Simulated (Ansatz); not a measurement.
Molecule: GeF$_{2}$, net charge 0, triplet state. This is an excited triplet: at this geometry the singlet lies 3.30 eV lower at RI-MP2/CBS(aug-cc-pVTZ,aug-cc-pVQZ)+[CCSD(T)-MP2]/aug-cc-pVTZ. 
Geometry from a B3LYP-D3(BJ)/def2-TZVP (Ansatz, a program for electronic structure) optimisation:
```
Ge
F 1 1.7555
F 1 1.7555 2 114.30
```
Charge 0, spin multiplicity 3.

Basis-set convergence of Hartree-Fock and CCSD(T) correlation energies (hartree) with Ansatz. Valence correlation only, unless marked. Open shells are spin-unrestricted. No spin-orbit coupling. The frozen core is the preceding noble-gas configuration, with the filled d and f shells of earlier blocks. Non-relativistic.

```
basis    functions        E(HF)  E(corr, CCSD(T))
-------  ---------  -----------  ----------------
cc-pVDZ         55  -2274.18769          -0.44891
cc-pVTZ        103  -2274.33948          -0.59817
cc-pVQZ        178  -2274.36390          -0.65137
```

Extrapolating the two largest sets (X = 3 and 4) as X^-3: E(corr) = (64·(-0.65137) - 27·(-0.59817))/37 = -0.6902 Eh, an estimate of the basis-set limit. The largest set recovers 94.4 % of it, the smallest 65.0 %.
